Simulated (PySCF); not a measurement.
## Vibration and rotation of NiF

PBE0 constants of NiF, ²Σ⁺ (doublet), unpaired electrons σ ↑ (Ni def2-TZVP, F def2-TZVP; no relativity (PySCF 2.14); masses 57.9353 and 18.9984 u):

| Item | Value |
| --- | --- |
| ωe | 606.6 cm⁻¹ |
| ωexe | 3.33 cm⁻¹ |
| Be | 0.3766 cm⁻¹ |
| αe | 0.00311 cm⁻¹ |
| D (centrifugal) | 5.81e-07 cm⁻¹ |

Give the vibrational terms G(v) and spacings up to v = 6.

G(v) = ωe(v+½) − ωexe(v+½)².

```json
{"v": "0", "G(v) (cm⁻¹)": "302", "G(v) − G(v−1)": "", "Bv (cm⁻¹)": "0.3750"}
{"v": "1", "G(v) (cm⁻¹)": "902", "G(v) − G(v−1)": "600", "Bv (cm⁻¹)": "0.3719"}
{"v": "2", "G(v) (cm⁻¹)": "1496", "G(v) − G(v−1)": "593", "Bv (cm⁻¹)": "0.3688"}
{"v": "3", "G(v) (cm⁻¹)": "2082", "G(v) − G(v−1)": "587", "Bv (cm⁻¹)": "0.3657"}
{"v": "4", "G(v) (cm⁻¹)": "2662", "G(v) − G(v−1)": "580", "Bv (cm⁻¹)": "0.3626"}
{"v": "5", "G(v) (cm⁻¹)": "3236", "G(v) − G(v−1)": "573", "Bv (cm⁻¹)": "0.3595"}
{"v": "6", "G(v) (cm⁻¹)": "3802", "G(v) − G(v−1)": "567", "Bv (cm⁻¹)": "0.3564"}
```

De is left out where the level can put another filling of the metal’s s and d shells below the measured ground configuration, by anything from nothing to about 1 eV. The state is the lowest single determinant that the PBE0 search found; with open d or f shells the true ground state can be another one.
